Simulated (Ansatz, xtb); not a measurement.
## Relative energy of two isomers of C6H6SSe

Structure a is `Sc1ccc([SeH])cc1`, a singlet and structure b is `Cc1c[se]ccc1=S`, a singlet. Both are isolated molecules in the gas phase, relaxed with r2SCAN-D4/def2-SVP; the shapes shown needn't be the lowest conformers.

a (Å):

```xyz
14

C    -1.7006   -1.1224   -0.7280
C    -0.4981   -1.1035   -1.4515
C     0.6574   -0.5511   -0.8965
C     0.6360   -0.0052    0.3945
C    -0.5658   -0.0232    1.1195
C    -1.7197   -0.5745    0.5660
S    -3.2072   -1.8041   -1.3613
Se    2.1730    0.7695    1.2248
H    -2.7124   -2.1830   -2.5587
H    -0.4547   -1.5229   -2.4611
H     1.5794   -0.5510   -1.4848
H     3.0665    0.5226    0.0848
H    -0.6082    0.3967    2.1292
H    -2.6461   -0.5785    1.1480
```

b (Å):

| atom | x (Å) | y (Å) | z (Å) |
| --- | --- | --- | --- |
| C | -1.6844 | -0.0387 | -1.9104 |
| C | -0.8919 | -0.5884 | -0.7609 |
| C | -1.2328 | -1.8166 | -0.2663 |
| C | 0.8578 | -1.4490 | 1.5399 |
| C | 0.9947 | -0.2703 | 0.8783 |
| C | 0.2067 | 0.2246 | -0.2312 |
| S | 0.5738 | 1.7203 | -0.8830 |
| Se | -0.4279 | -2.7279 | 1.1397 |
| H | -1.0186 | 0.1713 | -2.7626 |
| H | -2.1239 | 0.9335 | -1.6361 |
| H | -2.4791 | -0.7314 | -2.2215 |
| H | -2.0650 | -2.3763 | -0.7056 |
| H | 1.5179 | -1.7172 | 2.3702 |
| H | 1.7930 | 0.4036 | 1.2079 |

Energies in hartree; the thermal terms are from GFN2-xTB frequencies at re-optimised GFN2-xTB minima (ideal gas, soft modes damped towards free rotors, one conformer each, 298.15 K, 1 atm) and include the zero-point energy:

|  | a | b |
| --- | --- | --- |
| E, CCSD(T)/def2-SVP | −3028.717307 | −3028.690745 |
| E, MP2/def2-SVP | −3028.621056 | −3028.592389 |
| E, MP2/def2-TZVPP | −3029.554990 | −3029.530283 |
| zero-point energy | 0.092303 | 0.097954 |
| H(298 K) − E | 0.101862 | 0.107244 |
| G(298 K) − E | 0.057849 | 0.063749 |

Problem. Correct the CCSD(T) difference for the basis set by the MP2 change, then work out ΔE, ΔE₀, ΔH and ΔG for a → b in kJ/mol (1 Eh = 2625.50 kJ/mol) and the equilibrium ratio [b]/[a].

Solution. 1. Differences b − a: CCSD(T) +0.026562, MP2 in the small set +0.028667, MP2 in the large set +0.024707 Eh.
2. ΔE = +0.026562 + (+0.024707 − (+0.028667)) = +0.022602 Eh = +59.34 kJ/mol.
3. ΔE₀ = ΔE + ΔZPE = +0.022602 + (+0.005651) Eh = +74.18 kJ/mol.
4. ΔH = ΔE + (+0.005382) Eh = +73.47 kJ/mol.
5. ΔG = ΔE + (+0.005900) Eh = +74.83 kJ/mol, so ΔS = (ΔH − ΔG)/T = −4.6 J/(mol K).
6. kT = 0.9442 mEh, so K = [b]/[a] = exp(−ΔG/kT) = exp(−30.19) ≈ 7.8 × 10^−14.

Structure a is favoured at this temperature. An error of 4 kJ/mol in ΔG would change K by a factor of 5. Mirror images and further conformers aren't counted.

As drawn, b has 3 C–C, 2 C=C, 1 C–Se, 1 C=S, 2 C–H in place of 1 C–S, 6 C∷C, 1 S–H, 1 Se–H (∷ is an aromatic bond). Structure a has a 6-membered ring (with an aromatic ring), b a 6-membered ring.

Other levels gave ΔE = +64.3 (GFN2-xTB); +132.5 (HF/STO-3G, GFN2-xTB geometries); +57.0 (r2SCAN-D4/def2-SVP//GFN2-xTB); +56.9 (r2SCAN-D4/def2-SVP); +100.8 (HF/def2-SVP); +75.3 (MP2/def2-SVP); +69.7 (CCSD(T)/def2-SVP) kJ/mol. The correlated steps freeze 20 core orbitals; the filled d shell of Se is correlated, in a basis made for valence electrons. Programs: Ansatz 0.2.0, xtb 6.7.1.
